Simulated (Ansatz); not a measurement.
`[CH3][Nb](=[NH])([F])[Cl]` + H–F → `[CH3][Nb](=[NH])([F])[F]` + HCl at 700 K and 1 bar (ligand exchange at the Nb–Cl bond).

Gas-phase electronic energies from Ansatz, PBE0-D4/def2-TZVP geometries. CCSD(T)/CBS adds triple-zeta CCSD(T) − MP2 to the extrapolated MP2 energy (def2 sets, frozen cores). This one scheme is used for every species. def2 core potentials past Kr. For Nb outer-core shells are correlated without core-valence functions, which leaves a few kJ/mol of doubt a bond. One conformer a species, not always the lowest.

```json
{"species": "`[CH3][Nb](=[NH])([F])[Cl]`", "CCSD(T)/CBS energy (Eh)": "-711.80026", "H − E (kJ/mol)": "216.5", "S (J/(mol·K))": "487.9"}
{"species": "H–F", "CCSD(T)/CBS energy (Eh)": "-100.39570", "H − E (kJ/mol)": "45.2", "S (J/(mol·K))": "198.5"}
{"species": "`[CH3][Nb](=[NH])([F])[F]`", "CCSD(T)/CBS energy (Eh)": "-351.81367", "H − E (kJ/mol)": "217.2", "S (J/(mol·K))": "474.4"}
{"species": "HCl", "CCSD(T)/CBS energy (Eh)": "-460.38127", "H − E (kJ/mol)": "38.4", "S (J/(mol·K))": "211.8"}
```

H − E and S are ideal-gas, rigid-rotor, harmonic terms from PBE0-D4/def2-TZVP, for one conformer and one mirror image of each species. 1 Eh = 2625.50 kJ/mol, R = 8.31446 J/(mol·K).

Task: By hand: ΔE, ΔH, ΔS and ΔG.

Result: ΔE = (-351.81367) + (-460.38127) − (-711.80026) − (-100.39570) = 0.00102 Eh = 2.7 kJ/mol. Δ(H − E) = 217.2 + 38.4 − 216.5 − 45.2 = -6.1, so ΔH = -3.4 kJ/mol. ΔS = 474.4 + 211.8 − 487.9 − 198.5 = -0.2 J/(mol·K). ΔG = -3.4 − 700 × (-0.2)/1000 = -3.3 kJ/mol.

Task: By hand: the equilibrium constant, and the temperature at which ΔG would vanish if ΔH and ΔS stayed fixed.

Result: log₁₀ K = −ΔG/(RT ln 10) = 0.2. ΔG = 0 at ΔH/ΔS = 17000 K, far beyond where these terms or the molecules hold.

The number of gas molecules stays the same, so ΔS is small and ΔH decides. The sign of ΔG lies within the doubt. A doubt of 5 kJ/mol in ΔE shifts log₁₀ K by 0.4 here. Other conformers and mirror images would add mixing entropy, several J/(mol·K) or more a flexible species. These are equilibria of isolated gas molecules and say nothing of rates. Largest T1 diagnostic: 0.020 (customary marks: 0.02 for closed shells, 0.045 for open ones).
